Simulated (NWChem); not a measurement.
System: C2H4N2Si; SMILES C1=NC=N[SiH2]1

```xyz
9

C      1.2622    -0.3891     0.0000
N      0.5130    -1.4301     0.0000
C     -0.8861    -1.0626     0.0000
N     -1.3041     0.1390     0.0000
Si     0.1429     1.1574     0.0000
H      2.3520    -0.5260     0.0000
H     -1.5703    -1.9251     0.0000
H      0.2494     1.9978     1.2249
H      0.2494     1.9978    -1.2249
```
Atoms are numbered in this order, from 1.

Results from NWChem. Structure relaxed at the PBE0/def2-SVP level.

Predict the results for Hartree-Fock/def2-TZVP. Quantities: highest occupied level (eV); orbital gap (eV); dipole (D).


```json
{
 "highest occupied level (eV)": "-11.09",
 "orbital gap (eV)": "12.64",
 "dipole (D)": "2.14"
}
```
